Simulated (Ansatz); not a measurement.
Ansatz results at the PBE0-D4/def2-TZVP geometry: HOMO energy (PBE/def2-TZVPP) -6.46 eV; HOMO energy (B3LYP/def2-TZVPP) -7.37 eV; size of the dipole moment (PBE/def2-TZVPP) 0.12 D.

Each molecule was computed in one conformer, which needn't be the lowest.

Question: Which molecule gave them?
A. `[Br][GeH]([Br])[Br]`
B. `[F][GeH2][O][SiH3]`
C. `C=[CH][Ge]([CH]=C)([CH]=C)[CH]=C`
D. `[Cl][Ge]([Cl])([Cl])[SeH]`

Answer: C. The others give `[Br][GeH]([Br])[Br]`: -7.32, -8.33, 1.05; `[Cl][Ge]([Cl])([Cl])[SeH]`: -6.70, -7.65, 1.56; `[F][GeH2][O][SiH3]`: -7.41, -8.65, 1.73.

B3LYP here is the variant with VWN-RPA as its local correlation; programs differ in this.
